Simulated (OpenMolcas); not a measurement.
# O2+: CASPT2 settings compared

```
Program             : OpenMolcas
Basis               : ANO-RCC-VTZP [4s3p2d1f]
Scalar Hamiltonian  : DKH3, point nucleus
Active space        : 4 electrons in 4 orbitals (2s 2p)
State averaging     : 2S+1 = 3 even, 3 roots; 2S+1 = 1 even, 6 roots kept (CI in the orbitals of an earlier block); 2S+1 = 3 odd, 8 roots; 2S+1 = 5 odd, 1 root kept (CI in the orbitals of an earlier block)
Spin-orbit coupling : state interaction with AMFI integrals over the reference wave functions, term energies averaged over their components
```

Methods on the same reference wave functions:
A. CASSCF
B. SS-CASPT2, IPEA 0.5 Eh, sigma1 regulariser 0.25 Eh (closed shells correlated: 1s)
C. SS-CASPT2, IPEA 0.35 Eh, sigma1 regulariser 0.4 Eh (closed shells correlated: 1s)
D. SS-CASPT2, IPEA 0.5 Eh, no level shift (closed shells correlated: none)

Energies in eV above 2s² 2p² ³P₀, the measured ground level; measured values from Moore, Selected Tables of Atomic Spectra, NSRDS-NBS 3, section 11.

```csv
Level,A,B,C,D,Measured
2s² 2p² ³P₀,0.0000,0.0000,0.0000,0.0000,0.0000
2s² 2p² ³P₁,0.0137,0.0136,0.0136,0.0136,0.0140
2s² 2p² ³P₂,0.0402,0.0402,0.0402,0.0402,
2s² 2p² ¹D₂,2.8410,2.524,2.544,2.521,2.5136
2s² 2p² ¹S₀,5.1554,5.298,5.323,5.283,5.3543
2s 2p³ ⁵S°₂,6.2469,7.063,7.088,7.089,7.4793
2s 2p³ ³D°₂,15.3159,14.727,14.718,14.760,
2s 2p³ ³D°₁,15.3160,14.727,14.718,14.760,
2s 2p³ ³D°₃,15.3161,14.727,14.719,14.760,
2s 2p³ ³P°₀,18.0600,17.650,17.654,17.680,
2s 2p³ ³P°₁,18.0601,17.650,17.654,17.680,
2s 2p³ ³P°₂,18.0602,17.650,17.654,17.680,
```

Deviations, from unrounded energies. A percentage is the sum of absolute deviations over the sum of measured energies, with the sign that they share, or ± where signs differ.

```tsv
Against measurement	Levels	A	B	C	D
mean absolute deviation (cm-1)	4	3500	970	910	950
fine structure of the ground term (%)	1	-2.7	-2.8	-2.8	-2.7
other terms of the ground configuration (%)	2	±6.7	±0.8	±0.8	±1.0
other configurations (%)	1	-16.5	-5.6	-5.2	-5.2
```

C, D lie about equally close to measurement and A furthest from it. The largest miss of C in the table is 2s 2p³ ⁵S°₂, by -3200 cm-1. The ranking rests on the paired levels alone, and a cruder setting can come out closer through cancelling errors.

Among B to D the level of the table that moves most is 2s 2p³ ³D°₃, by 330 cm-1 (lowest in C, highest in D). Moves below CASPT2's spread within the term are not significant.

The mean deviations of B to D differ by less than CASPT2's widest spread within a term (150 cm-1), so their order carries little weight.

From A to B the spin-free energies of the other terms of 2s² 2p² shown, above ³P, scale by factors of 0.89 to 1.03.

The lowest spin-free term lies below A's lowest term by 0.068 hartree in B, 0.070 hartree in C, 0.064 hartree in D.

Term energies are means over components that CASPT2 splits; among the terms shown or strongly mixed into the levels shown the widest spread is 150 cm-1 (2s 2p³ ³D°, D). Terms from blocks run as CI alone lack orbitals of their own. Measured partners are found by configuration, term and J. A level has none where our copy of the source lacks it or the pairing is in doubt (some pairs that miss far off the trend of their configuration count as doubtful), and it then counts in no deviation. Only configurations of the active space appear.

° marks odd parity.
